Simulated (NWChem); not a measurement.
System: C₃H₄BFO; SMILES O=C1CCB1F

```xyz
10

O      1.3319    -1.5794     0.0057
C      0.4310    -0.7880    -0.0014
C     -1.1018    -0.9876    -0.0121
C     -1.4076     0.5367     0.0110
B      0.1471     0.8248     0.0032
F      0.8758     1.9124    -0.0049
H     -1.4423    -1.5197    -0.9159
H     -1.4565    -1.5556     0.8639
H     -1.9390     0.8899     0.9099
H     -1.9642     0.9184    -0.8602
```
Atoms are numbered in this order, from 1.

All runs: NWChem. Coordinates come from a PBE0/def2-SVP optimisation. Hybrids' shares of exact exchange are those that their runs print; pure functionals count as 0. The functionals differ in more than this share.

```csv
row,share of exact exchange,orbital gap (eV)
PBE/def2-SVP,0.00,1.82
TPSSh/def2-SVP,0.10,3.02
B3LYP/def2-SVP,0.20,3.89
PBE0/def2-SVP,0.25,4.35
Hartree-Fock/def2-SVP,1.00,withheld
```

Fit a straight line of the last column on the one before it, predict the withheld value, and compare with the run.


1. Means of the 4 shown rows: x = 0.138, y = 3.270. Slope Σ(x − x̄)(y − ȳ)/Σ(x − x̄)² = 0.3690/0.03688 = 10.01; intercept 1.894.
2. The shown rows scatter about the line by 0.076 (root mean square); the largest residual is +0.12, at TPSSh/def2-SVP.
3. At x = 1.00 (Hartree-Fock/def2-SVP; beyond the shown range) the line gives 11.90.
4. The run gives 11.99, +0.09 from the line, 1.2 times the scatter.
